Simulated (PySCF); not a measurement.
HFSi, charge +1, doublet (typed; the unrestricted solution is spin-contaminated), geometry from GFN2-xTB (a state made from the parent by changing its charge; the spin is typed, not shown lowest); TPSS/def2-SVP (PySCF).

Input for PySCF:
```python
from pyscf import gto, scf, dft

mol = gto.M(
    atom='''
Si   -0.270919   -0.356726    0.337084
H    -1.036664   -1.365046   -0.396130
F     0.536614    0.706579   -0.480339
''',
    basis='def2-svp',
    charge=1,
    spin=1,
    verbose=4,
    symmetry=True,
)

mf = dft.UKS(mol)
mf.xc = 'tpss'
mf.irrep_nelec = {"A'": (11, 9), 'A"': (1, 2)}
mf.kernel()
mf.analyze()
```

Problem. Predict the main parts of the log of this PySCF run.

Solution. 
```
PySCF version 2.14.0

[INPUT] verbose = 4
[INPUT] num. atoms = 3
[INPUT] num. electrons = 23
[INPUT] charge = 1
[INPUT] spin (= nelec alpha-beta = 2S) = 1
[INPUT] symmetry True subgroup None
[INPUT] Mole.unit = angstrom
[INPUT] Symbol           X                Y                Z      unit          X                Y                Z       unit  Magmom
[...]
nuclear repulsion = 49.483472773994
point group symmetry = Cs
symmetry origin: [-3.14954354e-07  7.87385885e-08 -3.93692943e-07]
symmetry axis x: [0.25312112 0.33332264 0.90819916]
symmetry axis y: [-0.54928483 -0.72326474  0.41853827]
symmetry axis z: [ 7.96376715e-01 -6.04800899e-01  1.54857402e-05]
num. orbitals of irrep A' = 27
num. orbitals of irrep A" = 10
number of shells = 17
number of NR pGTOs = 67
number of NR cGTOs = 37
basis = def2-svp
ecp = {}

******** <class 'pyscf.dft.uks_symm.SymAdaptedUKS'> ********
method = SymAdaptedUKS
initial guess = minao
damping factor = 0
level_shift factor = 0
DIIS = <class 'pyscf.scf.diis.CDIIS'>
diis_start_cycle = 1
diis_space = 8
diis_damp = 0
SCF conv_tol = 1e-09
SCF conv_tol_grad = None
SCF max_cycles = 50
direct_scf = True
direct_scf_tol = 1e-13
number electrons alpha = 12  beta = 11
irrep_nelec {"A'": (11, 9), 'A"': (1, 2)}
XC library pyscf.dft.libxc version 7.1.2
    S. Lehtola, C. Steigemann, M. J. T. Oliveira, and M. A. L. Marques,  SoftwareX 7, 1–5 (2018)
XC functionals = tpss
    J. Tao, J. P. Perdew, V. N. Staroverov, and G. E. Scuseria,  Phys. Rev. Lett. 91, 146401 (2003)
    J. P. Perdew, J. Tao, V. N. Staroverov, and G. E. Scuseria,  J. Chem. Phys. 120, 6898 (2004)
    J. Tao, J. P. Perdew, V. N. Staroverov, and G. E. Scuseria,  Phys. Rev. Lett. 91, 146401 (2003)
    J. P. Perdew, J. Tao, V. N. Staroverov, and G. E. Scuseria,  J. Chem. Phys. 120, 6898 (2004)
radial grids:
    Treutler-Ahlrichs [JCP 102, 346 (1995); DOI:10.1063/1.469408] (M4) radial grids

becke partition: Becke, JCP 88, 2547 (1988); DOI:10.1063/1.454033
pruning grids: <function nwchem_prune>
grids dens level: 3
symmetrized grids: True
atomic radii adjust function: <function treutler_atomic_radii_adjust>
small_rho_cutoff = 0
Freeze 23 electrons in irreps ["A'", 'A"']
    0 free electrons in irreps
Set gradient conv threshold to 3.16228e-05
tot grids = 43256
init E= -389.808476429902

cycle= 1 E= -388.951632070234  delta_E= 0.857  |g|= 0.272  |ddm|= 2.06

cycle= 2 E= -388.963728836287  delta_E= -0.0121  |g|= 0.274  |ddm|= 1.17

cycle= 3 E= -389.002724020616  delta_E= -0.039  |g|= 0.035  |ddm|= 0.471

cycle= 4 E= -389.003410242276  delta_E= -0.000686  |g|= 0.0103  |ddm|= 0.0788

cycle= 5 E= -389.003465293354  delta_E= -5.51e-05  |g|= 0.00124  |ddm|= 0.0225

cycle= 6 E= -389.003466072833  delta_E= -7.79e-07  |g|= 0.000646  |ddm|= 0.00464

cycle= 7 E= -389.00346649553  delta_E= -4.23e-07  |g|= 0.000225  |ddm|= 0.002

cycle= 8 E= -389.003466552167  delta_E= -5.66e-08  |g|= 5.1e-05  |ddm|= 0.00122

cycle= 9 E= -389.003466556325  delta_E= -4.16e-09  |g|= 1.06e-05  |ddm|= 0.000205

cycle= 10 E= -389.003466556567  delta_E= -2.42e-10  |g|= 2.82e-06  |ddm|= 9.43e-05

Extra cycle  E= -389.003466556578  delta_E= -1.16e-11  |g|= 1.77e-06  |ddm|= 8.37e-06
converged SCF energy = -389.003466556578  <S^2> = 1.7532636  2S+1 = 2.8307339
**** SCF Summaries ****
Total Energy =                        -389.003466556578474
Nuclear Repulsion Energy =              49.483472773994023
One-electron Energy =                 -629.528389812293653
Two-electron Energy =                  191.041450481721142
Two-electron Coulomb Energy =          222.434071782285599
DFT Exchange-Correlation Energy =      -31.392621300564457
Wave-function symmetry = A"
alpha occupancy for each irrep:     A'   A"
                                    11    1
beta  occupancy for each irrep:     A'   A"
                                     9    2
**** MO energy ****
alpha MO #1 (A' #1), energy= -66.0450117191449 occ= 1
alpha MO #2 (A' #2), energy= -24.9368290687506 occ= 1
[...]
alpha MO #13 (A" #2), energy= -0.788493762068498 occ= 0
alpha MO #14 (A" #3), energy= -0.421589474865962 occ= 0
alpha MO #15 (A' #12), energy= -0.219542953493239 occ= 0
alpha MO #16 (A' #13), energy= -0.092163118335638 occ= 0
alpha MO #17 (A' #14), energy= 0.0617243708810076 occ= 0
alpha MO #18 (A" #4), energy= 0.0645706595528837 occ= 0
alpha MO #19 (A" #5), energy= 0.0864082056126452 occ= 0
alpha MO #20 (A' #15), energy= 0.0946041154659305 occ= 0
alpha MO #21 (A' #16), energy= 0.122315065510603 occ= 0
alpha MO #22 (A" #6), energy= 0.142427045815752 occ= 0
alpha MO #23 (A' #17), energy= 0.209851240199641 occ= 0
alpha MO #24 (A' #18), energy= 0.337020627289659 occ= 0
alpha MO #25 (A' #19), energy= 0.527073745211652 occ= 0
alpha MO #26 (A' #20), energy= 0.797622393496137 occ= 0
alpha MO #27 (A' #21), energy= 0.826737413556299 occ= 0
alpha MO #28 (A" #7), energy= 0.841377238140204 occ= 0
alpha MO #29 (A' #22), energy= 1.17614186900497 occ= 0
alpha MO #30 (A" #8), energy= 1.25711589089075 occ= 0
alpha MO #31 (A' #23), energy= 1.31765477846307 occ= 0
alpha MO #32 (A' #24), energy= 1.79668628528727 occ= 0
alpha MO #33 (A" #9), energy= 2.54991991614601 occ= 0
alpha MO #34 (A' #25), energy= 2.56893856586023 occ= 0
alpha MO #35 (A" #10), energy= 2.63375274577888 occ= 0
alpha MO #36 (A' #26), energy= 2.65960581306963 occ= 0
alpha MO #37 (A' #27), energy= 3.0627358234893 occ= 0
beta  MO #1 (A' #1), energy= -66.0397647076096 occ= 1
beta  MO #2 (A' #2), energy= -24.961745719885 occ= 1
beta  MO #3 (A' #3), energy= -5.48178633506703 occ= 1
beta  MO #4 (A" #1), energy= -3.86632028581685 occ= 1
beta  MO #5 (A' #4), energy= -3.85978238450935 occ= 1
beta  MO #6 (A' #5), energy= -3.85173913870805 occ= 1
beta  MO #7 (A' #6), energy= -1.61522739427979 occ= 1
beta  MO #8 (A" #2), energy= -0.95346193009752 occ= 1
beta  MO #9 (A' #7), energy= -0.931757526311977 occ= 1
beta  MO #10 (A' #8), energy= -0.858200770679933 occ= 1
beta  MO #11 (A' #9), energy= -0.663008766571281 occ= 1
beta  MO #12 (A' #10), energy= -0.438643003805518 occ= 0
beta  MO #13 (A" #3), energy= -0.376797562089505 occ= 0
beta  MO #14 (A' #11), energy= -0.259332849340176 occ= 0
beta  MO #15 (A' #12), energy= -0.154966322085472 occ= 0
beta  MO #16 (A' #13), energy= -0.0649847261848926 occ= 0
beta  MO #17 (A' #14), energy= 0.093855573257601 occ= 0
beta  MO #18 (A" #4), energy= 0.116526398859276 occ= 0
beta  MO #19 (A" #5), energy= 0.142912958085471 occ= 0
beta  MO #20 (A' #15), energy= 0.157943374701833 occ= 0
beta  MO #21 (A" #6), energy= 0.182295337564524 occ= 0
beta  MO #22 (A' #16), energy= 0.187063729686775 occ= 0
beta  MO #23 (A' #17), energy= 0.257923614411395 occ= 0
beta  MO #24 (A' #18), energy= 0.384087116037745 occ= 0
beta  MO #25 (A' #19), energy= 0.642207975985235 occ= 0
beta  MO #26 (A" #7), energy= 0.750179739616618 occ= 0
beta  MO #27 (A' #20), energy= 0.792467389533393 occ= 0
beta  MO #28 (A' #21), energy= 0.830007893211719 occ= 0
beta  MO #29 (A' #22), energy= 1.15873209229286 occ= 0
beta  MO #30 (A" #8), energy= 1.37324741227192 occ= 0
beta  MO #31 (A' #23), energy= 1.4224358280799 occ= 0
beta  MO #32 (A' #24), energy= 1.89318511596632 occ= 0
beta  MO #33 (A" #9), energy= 2.46827647553392 occ= 0
beta  MO #34 (A' #25), energy= 2.47176486820026 occ= 0
beta  MO #35 (A" #10), energy= 2.55770637772624 occ= 0
beta  MO #36 (A' #26), energy= 2.6556929655953 occ= 0
beta  MO #37 (A' #27), energy= 3.03642893634928 occ= 0
 ** Mulliken pop alpha/beta on meta-lowdin orthogonal AOs **
 ** Mulliken pop       alpha | beta **
[...]
In total            12.00000 | 11.00000
 ** Mulliken atomic charges   ( Nelec_alpha | Nelec_beta ) **
charge of  0Si =      0.69713  (     7.47448      5.82838 )
charge of  1H =      0.07496  (     0.55710      0.36794 )
charge of  2F =      0.22791  (     3.96842      4.80367 )

WARN: System has nonzero charge 1; the dipole moment is origin-dependent.
Location of origin: [0. 0. 0.]

Dipole moment(X, Y, Z, Debye):  0.16632,  0.21901,  0.33289
```
